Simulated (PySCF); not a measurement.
**Dipole moment and polarisability of 2-methyl-[1,2,4]diazaphospholo[1,5-a]pyridine**

2-methyl-[1,2,4]diazaphospholo[1,5-a]pyridine, C7H7N2P.
Numbering: `[CH3:1][c:2]1[n:3][n:4]2[cH:5][cH:6][cH:7][cH:8][c:9]2[p:10]1` (hydrogens: H11, H12, H13 on C1; H14 on C5; H15 on C6; H16 on C7; H17 on C8)

Cartesian coordinates in Å at the PBE0-D3(BJ)/def2-SVP level; atoms count from 1:
```xyz
17
C7H7N2P angstrom
C      2.8241   -0.3923   -1.5838
C      1.3371   -0.3656   -1.4314
N      0.8320    0.1825   -0.3412
N     -0.5002    0.1223   -0.3794
C     -1.2467    0.6310    0.6448
C     -2.6085    0.5638    0.5947
C     -3.2416   -0.0370   -0.5248
C     -2.4806   -0.5444   -1.5478
C     -1.0675   -0.4737   -1.4958
P      0.1761   -1.0121   -2.6091
H      3.2956    0.0509   -0.6964
H      3.1416    0.1753   -2.4720
H      3.1936   -1.4214   -1.7049
H     -0.6655    1.0698    1.4555
H     -3.1917    0.9746    1.4192
H     -4.3310   -0.0929   -0.5684
H     -2.9435   -1.0107   -2.4193
```

Level: PBE0/def2-SVPD (PySCF), static field, nuclei fixed, core orbitals frozen in the response. The polarisability tensor in these axes (au):

```
x   168.02  -8.62 -22.59
y    -8.62  83.76  26.12
z   -22.59  26.12 122.25
```

Task: What are the eigenvalues, a third of the trace, and Δα (Δα² = ½Σ(αi − αj)² over the three pairs)?

Result: Principal values 70.49, 122.72 and 180.83 au; mean 124.68 au = 18.48 Å³ = 20.56 × 10⁻⁴⁰ C²·m²/J; Δα = 95.60 au (77 % of the mean).

Task: What is the dipole moment, and where does it point?

Result: (-1.82, 0.64, 1.32) D, 2.34 D in size, pointing from the negative to the positive side. Measured along this direction, the outermost atoms are H13 and H12 at the negative end and H15 at the positive end.

Task: Molar refractivity from α?

Result: Lorentz–Lorenz: R = (4π/3)N_A α = 2.5225 cm³/(mol·Å³) × 18.48 Å³ = 46.6 cm³/mol, in the limit of long wavelengths.

Task: Orientational against electronic polarisability at 298 K (dilute gas, rigid molecules)?

Result: In Gaussian units μ²/3kT = 44.46 Å³ against 18.48 Å³, a ratio of 2.41; the Debye molar polarisation (4π/3)N_A(α + μ²/3kT) is 158.8 cm³/mol, leaving out the vibrational part.

Task: Rayleigh depolarisation ratio (linearly polarised light, static tensor)?

Result: ρ = 3Δα²/(45ᾱ² + 4Δα²) = 27419.5/(699518 + 36559.3) = 0.0373.

Isolated species at its PBE0-D3(BJ)/def2-SVP geometry, gas phase.
